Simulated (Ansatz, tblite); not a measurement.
Cost and result up the ladder for [SiBr3]- (SiBr₃⁻) (4 atoms). Charge -1, multiplicity 1. Geometry: PBE-D4/def2-SVPD.

Cartesian coordinates in Å:
```
Si 0.019 -0.130 0.865
Br -0.414 -2.016 -0.590
Br 2.000 0.730 -0.230
Br -1.605 1.417 -0.045
```

Ansatz on 4 threads of Arm Neoverse V1 on a shared host; xTB runs through tblite on one thread. Times are rough, summed over both states, and most runs start from the orbitals of an earlier one. No level here is sound enough to serve as a yardstick. The other state is a triplet.

The xTB rows come from tblite. HOMO above LUMO, or a gap near zero within one spin, warns that the state may not be the lowest or that an electron is smeared out.

xTB has no spin-polarisation term.

```tsv
level	functions	vertical triplet (eV)	remarks
GFN2-xTB	36	3.64	–
PBE-D4/def2-TZVPD (with forces)	214	3.41	HOMO above zero (triplet), gap within one spin near zero (triplet)
GFN1-xTB	36	3.49	–
r2SCAN-D4/def2-TZVPD	214	3.38	HOMO above zero (triplet)
```

(1) Estimate how long each takes.

Answers

(1) GFN1-xTB 0.009 s; GFN2-xTB 0.01 s; PBE-D4/def2-TZVPD (with forces) 18 s; r2SCAN-D4/def2-TZVPD 40 s. On shared hardware such times vary by a factor of up to 3.
